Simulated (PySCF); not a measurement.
**Correlation energy of Zr²⁺ (zirconium, charge +2)**

[Kr] 4d1 5p1, one real determinant (an excited configuration). Computed with PySCF 2.14 in aug-cc-pVTZ-DK, with the spin-free X2C one-electron Hamiltonian (Gaussian nucleus). Frozen: [Kr]; 2 electrons correlated.

With two correlated electrons CCSD is exact within the correlated space (frozen core and kept virtual orbitals).

```json
{"level": "CCSD", "correlation energy (mhartree)": "-4.65"}
```

Diagnostics: T1 = 0.0052, D1 = 0.0082, largest double amplitude 0.076.

The real determinant used has ⟨L²⟩ near 8 against 12 for a pure F term, so it mixes terms.

Cost of the coupled-cluster step: of the order of 18 core-seconds, for 2 correlated electrons.

The reference is one real determinant that mixes LS terms of this configuration.
